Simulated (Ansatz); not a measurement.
`C[CH2][Sn][OH]` + CH₄ → `C[CH2][Sn][CH3]` + H₂O  (formal exchange of groups at the Sn–O bond)

Computed with Ansatz on PBE0-D4/def2-TZVP structures; ΔE is electronic, products minus reactants. CBS: MP2 limit from def2 TZ/QZ plus the TZ coupled-cluster correction, frozen cores. This one scheme is used for every species. Functionals use def2-TZVPP. Elements past krypton have def2 core potentials. For Sn outer-core shells are correlated without core-valence functions, which leaves a few kJ/mol of doubt a bond. One conformer a species, not always the lowest.

`C[CH2][Sn][OH]`:

```xyz
10

C     0.065    0.780    0.620
C    -0.709    0.356   -0.617
Sn   -0.249   -1.640   -1.449
O     1.128   -2.139   -0.111
H     1.143    0.809    0.435
H    -0.220    1.778    0.968
H    -0.104    0.096    1.459
H    -0.559    1.069   -1.438
H    -1.790    0.363   -0.426
H     1.294   -1.471    0.560
```

CH₄:

Z-matrix (Å, degrees):
```
C
H 1 1.090
H 1 1.090 2 109.5
H 1 1.090 2 109.5 3 -120.0
H 1 1.090 2 109.5 3 120.0
```

`C[CH2][Sn][CH3]`:

Z-matrix (Å, degrees):
```
C
C 1 1.520
H 1 1.093 2 111.8
H 1 1.096 2 112.1 3 120.4
H 1 1.094 2 111.7 3 -119.7
Sn 2 2.204 1 118.8 3 57.9
H 2 1.095 1 111.3 3 -177.3
H 2 1.101 1 110.5 3 -61.3
C 6 2.189 2 95.9 1 -22.0
H 9 1.095 6 110.1 2 59.2
H 9 1.090 6 112.0 2 -179.3
H 9 1.095 6 109.6 2 -58.3
```

H₂O:

```xyz
3

O    -0.200   -0.276   -0.188
H     0.750   -0.140   -0.190
H    -0.549    0.416    0.378
```

| level | ΔE (kJ/mol) |
| --- | --- |
| BLYP | 122.2 |
| r2SCAN0 | 104.6 |

Problem. What does CCSD(T)/CBS give? (An estimate is asked.)

Solution. Ansatz gave: +100.1 kJ/mol. The listed levels differ from it by 22.1, 4.5 kJ/mol.

Largest T1 diagnostic among the species: 0.016.

From PBE to PBE0 (25 % exact exchange), in def2-TZVPP and without D4, ΔE moves by −8.7 kJ/mol. Leaving LDA and LC-ωPBE aside and taking each functional with its dispersion term where it has one, the values, not all of them listed here, spread over 19.8 kJ/mol, from PBE-QIDH to B97M-V. LDA lies −3.7 kJ/mol from PBE without D4.
